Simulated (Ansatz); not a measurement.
vinylene carbonate (C₃H₂O₃), singlet, geometry from GFN2-xTB; Ansatz (a quantum-chemistry and plane-wave program) with B3LYP/cc-pVDZ.

Here is a job for Ansatz.
Ansatz 0.2 input:
```yaml
crystal:
  periodic: [false, false, false]
  atoms:
    - {symbol: O, position_ang: [1.92205968, -0.01212407, 0.37056559]}
    - {symbol: C, position_ang: [0.75786008, -0.00478047, 0.14611246]}
    - {symbol: O, position_ang: [0.04252419, 1.05986565, -0.29519957]}
    - {symbol: C, position_ang: [-1.25300866, 0.65051152, -0.42548207]}
    - {symbol: C, position_ang: [-1.32919381, -0.63422336, -0.07235646]}
    - {symbol: O, position_ang: [-0.08316129, -1.05960931, 0.28736490]}
    - {symbol: H, position_ang: [-1.97257647, 1.36347570, -0.76695505]}
    - {symbol: H, position_ang: [-2.13274985, -1.33757991, -0.02453580]}
basis:
  gaussian:
    orbitals: cc-pVDZ
    final_grid: {core_spheres: 6, valence_spheres: 12, degree: 29}
hamiltonian:
  xc: b3lyp
```

Task: What does Ansatz print? Leave out banner, timings and long lists.

Result: 
```
Functional definition: B3LYP
1061 factors; their error is unknown
mean field evaluation 1: about -9278.7735 eV, gradient 5.5e1 eV
mean field evaluation 2: about -9270.2770 eV, gradient 9.0e1 eV
mean field evaluation 4: about -9284.2832 eV, gradient 5.2e0 eV
mean field evaluation 8: about -9284.3346 eV, gradient 1.5e-1 eV
mean field evaluation 16: about -9284.3090 eV, gradient 2.7e-5 eV
mean field -9284.30900512 eV, -341.1920628073 hartree, gradient 7.3e-6 eV, S^2 0.000000; 0 other end points of the search recorded, 0 dependent functions left out
reference -9284.30919795 eV, -341.1920698939 hartree; 22, 22 occupied and 72, 72 virtual orbitals, 1061 factors
Total energy: -9284.30919795 eV, -341.1920698939 hartree
```
